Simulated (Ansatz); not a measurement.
C2H5AlO (`C=[CH][AlH][OH]`), relaxed with RKS PBE-D4/def2-SVP in the Gaussian-basis code of Ansatz from a rough embedded geometry. The force threshold is 0.03 eV/Å; the program also tests the step.

The species carries charge 0 and has multiplicity 1.

Start:

```xyz
9

C     0.391   -0.038   -1.533
C    -0.594   -0.317   -0.764
Al   -0.446   -0.187    1.195
O     1.119    0.270    1.947
H     0.300   -0.047   -2.646
H     1.382    0.353   -1.156
H    -1.528   -0.683   -1.204
H    -1.683   -0.660    2.092
H     1.059    1.309    2.069
```

```
step  energy (eV)  largest force (eV/Å)  largest move (Å)
   1  -10785.2844                 5.092             0.000
   2  -10785.4962                 1.618             0.125
   3  -10785.6218                 0.864             0.099
   4  -10785.7218                 0.716             0.200
   5  -10785.8170                 0.376             0.187
   6  -10785.8567                 0.791             0.200
   7  -10785.8800                 0.133             0.081
   8  -10785.8809                 0.185             0.072
   9  -10785.8846                 0.015             0.029
```

End:

```xyz
9

C     0.399   -0.011   -1.615
C    -0.605   -0.375   -0.783
Al   -0.490   -0.090    1.141
O     0.978    0.646    1.666
H     0.348   -0.159   -2.711
H     1.325    0.458   -1.238
H    -1.495   -0.840   -1.249
H    -1.629   -0.479    2.196
H     1.170    0.850    2.594
```

Run time 55 s (2 threads of an AMD EPYC on a shared host); peak host memory 0.14 GiB.
